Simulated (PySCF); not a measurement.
C4H10OSi.
Geometry (GFN2-xTB, Å), atoms numbered from 1 in this order:
```
atom  x, y, z in Å
C1     2.4390    0.5677   -0.5105
O2     1.8253   -0.5926   -0.0203
C3     0.5980   -0.3367    0.6073
C4    -0.3144   -1.5622    0.7111
Si5   -0.9738   -0.2350   -0.4548
C6    -2.4401    0.8325    0.0790
H7     2.6986    1.2573    0.3035
H8     1.7768    1.0924   -1.2129
H9     3.3465    0.2551   -1.0240
H10    0.7169    0.2559    1.5176
H11    0.1229   -2.4615    0.3029
H12   -0.7520   -1.7370    1.6844
H13   -0.8106   -0.4802   -1.8795
H14   -3.3767    0.3350   -0.1530
H15   -2.4412    1.7868   -0.4392
H16   -2.4230    1.0316    1.1460
```

Level of theory: TDDFT wB97X-D/def2-SVPD, vertical, gas phase, core orbitals frozen in the response (PySCF 2.14.0, density-fitted response routines).

Problem. What does the calculation give for the low-lying excited states?

Solution. 

```tsv
state	E (eV)	ν̃ (cm⁻¹)	f	main configurations (H = HOMO, L = LUMO)
S1	6.08	49010	0.116	H→L+1 (50%), H→L (26%), H→L+2 (9%)
S2	6.24	50290	0.035	H→L (57%), H→L+2 (21%)
S3	6.46	52080	0.057	H→L+1 (38%), H→L+2 (34%), H→L+3 (12%)
S4	6.81	54940	0.0015	H→L+3 (39%), H→L+4 (21%), H→L+2 (18%)
S5	7.13	57540	0.059	H→L+5 (33%), H→L+3 (32%), H→L+4 (15%)
S6	7.42	59850	0.0049	H→L+4 (34%), H→L+5 (26%), H-1→L+1 (15%)
S7	7.57	61090	0.025	H-1→L+1 (33%), H-1→L (15%), H→L+6 (11%)
S8	7.65	61670	0.0024	H→L+6 (44%), H-1→L+1 (15%)
```

Triplets (Tamm–Dancoff): T1 4.99 eV, H→L+1 (53%), H→L (27%); T2 5.88 eV, H→L+2 (39%), H→L+3 (18%), H→L+5 (11%); T3 6.19 eV, H→L (32%), H→L+1 (19%), H→L+3 (16%).

The lowest singlet comes at 204 nm (586 kJ/mol) in the ultraviolet; it is of moderate strength; its leading configuration is HOMO→LUMO+1 (50%). The lowest level is also the most intense of those listed (f = 0.116). Löwdin shares by element: HOMO carbon 36% or more, oxygen 24%, silicon 22% (atoms not listed hold the other 19%); LUMO silicon 27%, carbon 26% or more, hydrogen 8% or more (atoms not listed hold the other 39%). Of the 8 states listed, 5 reach f = 0.01 and none stays under 0.0005. Weighted by f, the mean energy of these states is 6.54 eV. The oscillator strengths of these states sum to 0.301; summed over the whole spectrum of an exact calculation they would give the number of electrons, 56 (Thomas–Reiche–Kuhn). Singlets were solved by full linear response, triplets in the Tamm–Dancoff approximation.

One conformer stands for the species.
